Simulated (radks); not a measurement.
Species: Pb44+. Configuration: [Kr] 4d2. All-electron calculation, scalar-relativistic Kohn-Sham, SCAN, spin-polarised, spherical densities, finite nucleus; open shells are filled with parallel spins first (spin-orbit coupling, left out, can overturn this in heavy ions); meta-GGA in the generalised Kohn-Sham scheme; Fermi nuclear charge, rms radius 5.5012 fm. Program: a radial shooting solver on a logarithmic mesh with Libxc functionals. Some entries of the table are withheld. Estimate them.

orbital  occ.  eigenvalue (hartree)  <r^2> (bohr^2)
1s up       1             -3318.595       0.0003575
1s down     1             -3318.589       0.0003575
2s up       1             -658.8998        0.005411
2s down     1             -658.8122        0.005411
2p up       3             -576.3296        0.004610
2p down     3             -576.2466        0.004610
3s up       1             -215.5402         0.03400
3s down     1             -215.4870         0.03398
3p up       3             -191.6149         0.03498
3p down     3             -191.5512         0.03495
3d up       5             -167.7950             (1)
3d down     5             -167.6983             (2)
4s up       1             -98.63668          0.1374
4s down     1             -98.27801          0.1375
4p up       3                   (3)          0.1481
4p down     3                   (4)          0.1483
4d up       2             -80.29729             (5)

Answer. 
(1) 3d up <r^2> (bohr^2): 0.02873
(2) 3d down <r^2> (bohr^2): 0.02872
(3) 4p up eigenvalue (hartree): -89.78688
(4) 4p down eigenvalue (hartree): -89.43709
(5) 4d up <r^2> (bohr^2): 0.1479
